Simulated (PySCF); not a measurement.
GeH6O2Si, SMILES [OH][GeH]([OH])[SiH3].

Coordinates come from a TPSSh-D3(BJ)/def2-SVP optimisation. This is a generated structure with no PubChem entry under its InChIKey; it may be hypothetical. One conformer was computed; it need not be the lowest.

Two levels are set side by side: TDA-PBE/def2-SVPD (PySCF) and TDA-CAM-B3LYP/def2-SVPD (PySCF). Vertical, same geometry. The lowest singlet is HOMO→LUMO 95 % with PBE and HOMO→LUMO 84 % with the other functional; states are paired by order. Differences are taken from unrounded values.

```
quantity                               TDA-CAM-B3LYP
-------------------------------------  -------------
lowest singlet excitation (eV)                  6.70
lowest triplet excitation (TDA) (eV)            6.04
first bright state (f over 0.05) (eV)           7.82
its oscillator strength                         0.28
```

**Question.** What does TDA-PBE give, and how far is it from TDA-CAM-B3LYP? (Estimate from the structure and the level; the computed values follow.)

**Answer.** 
```csv
quantity,TDA-PBE,TDA-PBE minus TDA-CAM-B3LYP
lowest singlet excitation (eV),5.88,-0.82
lowest triplet excitation (TDA) (eV),5.44,-0.60
first bright state (f over 0.05) (eV),6.58,-1.24
its oscillator strength,0.06,-0.22
```

A lower first singlet is the usual sign of a functional without exact exchange. Differences between two approximate levels are no errors against the true value.

Rough cost on one machine, each run with all the roots and properties that it gave: TDA-CAM-B3LYP against TDA-PBE about 5 times.
